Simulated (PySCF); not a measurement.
# Gas-phase XPS of `Cl[SiH]1OCCO1`, computed

C₂H₅ClO₂Si.
Cartesian coordinates in Å at the PBE0-D3(BJ)/def2-SVP level; atoms count from 1:
```
atom  x, y, z in Å
Cl1    5.5845    0.3008    2.4618
Si2    3.9089   -0.1724    1.3773
O3     2.5704   -0.1947    2.3648
C4     1.6038    0.7254    1.8848
C5     2.3312    1.7382    0.9869
O6     3.4105    1.0542    0.3701
H7     4.1892   -1.4204    0.6442
H8     1.1133    1.2204    2.7372
H9     0.8312    0.1792    1.3145
H10    2.7187    2.5849    1.5821
H11    1.6661    2.1437    0.2094
```

Theory: PySCF, delta-SCF UKS SCAN, pcX-2 on the ionised atom, pcseg-1 elsewhere, spin-free X2C. Vertical ΔSCF values, vacuum level as zero.

Give the core binding energies atom by atom.

```tsv
atom(s)	bonded to	level	binding energy (eV)	2p1/2 (eV)	count
Cl1	Si	Cl 1s	2828.74	–	1
Si2	2 O, Cl and H	Si 1s	1848.81	–	1
O3/O6	C and Si	O 1s	538.54	–	2
C4/C5	O, C and 2 H	C 1s	292.79	–	2
Cl1	Si	Cl 2p3/2	206.15	207.81	1
Si2	2 O, Cl and H	Si 2p3/2	108.66	109.29	1
```

What is the longest wavelength that can ionise Cl 2p3/2 of Cl1 vertically?

λ = hc/E = 12398.42 eV Å / 206.15 eV = 60.143 Å.

One atom of each set of topologically equivalent atoms was ionised and stands for the set; in this conformer not all members are related by symmetry, and their own values weren't computed. 2p3/2 and 2p1/2 are the ΔSCF energy of one spin-free 2p hole plus the eigenvalues of a spin–orbit and ligand-field matrix of the shell. 2p1/2 minus 2p3/2 (ligand field included): Cl 1.65 eV, Si 0.63 eV. One conformer (not necessarily the lowest) at the PBE0-D3(BJ)/def2-SVP geometry, without solvent, vibrations or thermal averaging.
